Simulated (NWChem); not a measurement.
Species: CaO; SMILES [O]=[Ca]

```xyz
2

Ca     0.0000     0.0000    -0.6226
O      0.0000     0.0000     1.4135
```
Atoms are numbered in this order, from 1.

Geometry: optimised at B3LYP/6-31G* (spherical d).

List the 4 lowest vertical singlet excitations from PBE/def2-SVPD, TDA (NWChem).


```csv
state,energy (eV),oscillator strength,leading excitation (squared amplitude)
S1,0.90,0.002,HOMO → LUMO (1.00)
S2,0.90,0.002,HOMO−1 → LUMO (1.00)
S3,2.07,0.104,HOMO−2 → LUMO (0.85)
S4,2.62,0.000,HOMO−1 → LUMO+1 (0.49)
```
